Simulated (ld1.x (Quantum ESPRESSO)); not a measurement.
Plane-wave convergence, PAW potential for copper

* Element: Cu
* Generator: ld1.x (Quantum ESPRESSO) 7.5
* Type: PAW
* Functional: PW91
* Relativity: scalar-relativistic
* Frozen core: [Ar]
* Valence charge: 11
* Reference configuration: 3d10 4s1 4p0
* Partial waves: 4s (bound): rcut 2.25, rcutus 2.75 bohr; 4s channel at 0.1 Ry: rcut 2.25, rcutus 2.75 bohr; 4p (bound, empty): rcut 3.25, rcutus 3.75 bohr; 4p channel at 0.8 Ry: rcut 3.25, rcutus 3.75 bohr; 3d (bound): rcut 1.40, rcutus 1.75 bohr; 3d channel at 0.7 Ry: rcut 1.40, rcutus 1.75 bohr
* Local potential: all-electron potential smoothed inside 1.75 bohr (lloc = -1)
* Core correction: Bessel-smoothed model core, default radius (core density twice the valence density)
* Augmentation charge: BG, radius 1.15 bohr

The pseudo-atom Hamiltonian at the reference potential is diagonalised in spherical Bessel functions j_l(qr) that vanish at 20 bohr, with q² up to the cutoff. All-electron valence levels (Ry): 4s -0.3427, 4p -0.0550, 3d -0.3758.

Task: How do the lowest levels (Ry) of each channel move with the cutoff, and are there ghosts?

Result:

| cutoff (Ry) | s #1 | s #2 | p #1 | d #1 | f #1 | f #2 | Σ f·Δε (mRy) |
| --- | --- | --- | --- | --- | --- | --- | --- |
| 8 | -0.3427 | 0.0094 | -0.0550 | 0.0536 | 0.1177 | 0.2402 | 4294.1 |
| 10 | -0.3427 | 0.0094 | -0.0550 | -0.0494 | 0.1177 | 0.2402 | 3264.3 |
| 15 | -0.3427 | 0.0094 | -0.0550 | -0.2545 | 0.1177 | 0.2402 | 1213.0 |
| 18 | -0.3427 | 0.0094 | -0.0550 | -0.3273 | 0.1177 | 0.2402 | 485.5 |
| 25 | -0.3427 | 0.0094 | -0.0550 | -0.3644 | 0.1177 | 0.2402 | 113.9 |
| 30 | -0.3427 | 0.0094 | -0.0550 | -0.3729 | 0.1177 | 0.2402 | 29.6 |
| 35 | -0.3427 | 0.0094 | -0.0550 | -0.3752 | 0.1177 | 0.2402 | 6.6 |
| 45 | -0.3427 | 0.0094 | -0.0550 | -0.3754 | 0.1177 | 0.2402 | 3.8 |
| 50 | -0.3427 | 0.0094 | -0.0550 | -0.3756 | 0.1177 | 0.2402 | 2.0 |
| 60 | -0.3427 | 0.0094 | -0.0550 | -0.3758 | 0.1177 | 0.2402 | 0.6 |
| 70 | -0.3427 | 0.0094 | -0.0550 | -0.3758 | 0.1177 | 0.2402 | 0.5 |
| 400 | -0.3427 | 0.0094 | -0.0550 | -0.3758 | 0.1177 | 0.2402 | 0.0 |

Result: no extra level below or beside the all-electron valence levels (s, p, d, f tested); 10 mRy is reached at 35 Ry and 1 mRy at 55 Ry.

Test run stopped at test 4 of 7 (negative rho).
